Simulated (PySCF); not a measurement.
C4H5 (SMILES C=C1[CH-]C1), charge -1, singlet, at a GFN2-xTB geometry; PySCF with HF/def2-SVP.

PySCF was given this input:
```python
from pyscf import gto, scf

mol = gto.M(
    atom='''
C     0.021750   -0.124087    0.255117
C    -0.033827   -0.782439   -0.961492
C    -0.035626    0.726941   -0.964821
C    -0.037035   -0.027250    1.591444
H     0.747122   -1.391700   -1.416436
H     0.850665    1.354454   -1.191191
H    -0.956001    1.255631   -1.252265
H     0.069072   -0.895666    2.235814
H    -0.202431    0.918290    2.102586
''',
    basis='def2-svp',
    charge=-1,
    spin=0,
    verbose=4,
)

mf = scf.RHF(mol)
mf.kernel()
mf.analyze()
```

The log (banner, timings and long lists left out):

```
PySCF version 2.14.0

[INPUT] verbose = 4
[INPUT] num. atoms = 9
[INPUT] num. electrons = 30
[INPUT] charge = -1
[INPUT] spin (= nelec alpha-beta = 2S) = 0
[INPUT] symmetry False subgroup None
[INPUT] Mole.unit = angstrom
[INPUT] Symbol           X                Y                Z      unit          X                Y                Z       unit  Magmom
[...]
nuclear repulsion = 102.050821939781
number of shells = 39
number of NR pGTOs = 131
number of NR cGTOs = 81
basis = def2-svp
ecp = {}

******** <class 'pyscf.scf.hf.RHF'> ********
method = RHF
initial guess = minao
damping factor = 0
level_shift factor = 0
DIIS = <class 'pyscf.scf.diis.CDIIS'>
diis_start_cycle = 1
diis_space = 8
diis_damp = 0
SCF conv_tol = 1e-09
SCF conv_tol_grad = None
SCF max_cycles = 50
direct_scf = True
direct_scf_tol = 1e-13
Set gradient conv threshold to 3.16228e-05
Initial guess from minao.
init E= -155.00823039341
[...]
cycle= 1 E= -154.05957947752  delta_E= 0.949  |g|= 0.37  |ddm|= 3.06
[...]
cycle= 2 E= -154.105790066878  delta_E= -0.0462  |g|= 0.131  |ddm|= 0.728
[...]
cycle= 3 E= -154.111081489906  delta_E= -0.00529  |g|= 0.0558  |ddm|= 0.239
[...]
cycle= 4 E= -154.11215938579  delta_E= -0.00108  |g|= 0.0116  |ddm|= 0.0934
[...]
cycle= 5 E= -154.112226761833  delta_E= -6.74e-05  |g|= 0.00463  |ddm|= 0.0308
[...]
cycle= 6 E= -154.11224625604  delta_E= -1.95e-05  |g|= 0.00156  |ddm|= 0.0212
[...]
cycle= 7 E= -154.112248906835  delta_E= -2.65e-06  |g|= 0.00053  |ddm|= 0.00879
[...]
cycle= 8 E= -154.112249122229  delta_E= -2.15e-07  |g|= 0.000156  |ddm|= 0.00232
[...]
cycle= 9 E= -154.112249141995  delta_E= -1.98e-08  |g|= 5.93e-05  |ddm|= 0.000515
[...]
cycle= 10 E= -154.11224914607  delta_E= -4.08e-09  |g|= 2.34e-05  |ddm|= 0.000291
[...]
cycle= 11 E= -154.112249146563  delta_E= -4.92e-10  |g|= 8.67e-06  |ddm|= 0.000108
[...]
Extra cycle  E= -154.112249146608  delta_E= -4.54e-11  |g|= 4.57e-06  |ddm|= 2.7e-05
converged SCF energy = -154.112249146608
**** SCF Summaries ****
Total Energy =                        -154.112249146608065
Nuclear Repulsion Energy =             102.050821939780619
One-electron Energy =                 -415.368490499228301
Two-electron Energy =                  159.205419412839603
Two-electron Coulomb Energy =          181.852054305828688
DFT Exchange-Correlation Energy =      -22.646634892989084
HOMO-LUMO gap [eV] =                    11.406820507050215
**** MO energy ****
[...]
 ** Mulliken pop on meta-lowdin orthogonal AOs  **
 ** Mulliken pop  **
 ** Mulliken atomic charges  **
charge of    0C =      0.07550
charge of    1C =     -0.52316
charge of    2C =     -0.21066
charge of    3C =     -0.46868
charge of    4H =      0.03390
charge of    5H =      0.00261
charge of    6H =      0.01994
charge of    7H =      0.03446
charge of    8H =      0.03609

WARN: System has nonzero charge -1; the dipole moment is origin-dependent.
Location of origin: [0. 0. 0.]

Dipole moment(X, Y, Z, Debye):  1.12370,  1.49287,  0.42232
```
